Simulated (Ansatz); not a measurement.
Name a neutral molecule of Cl, Ge, N, Si and H with HOMO–LUMO gap (PBE0/def2-TZVPP) between 6.30 and 6.60 eV and size of the dipole moment (B3LYP/def2-TZVPP) between 1.85 and 2.15 D (Ansatz, PBE0-D4/def2-TZVP geometry).

`N[SiH2][GeH2][Cl]` (6.54 eV, 2.10 D). Other molecules can fit too; these were computed, each in one conformer that needn't be the lowest.

B3LYP here is the variant with VWN-RPA as its local correlation; programs differ in this.
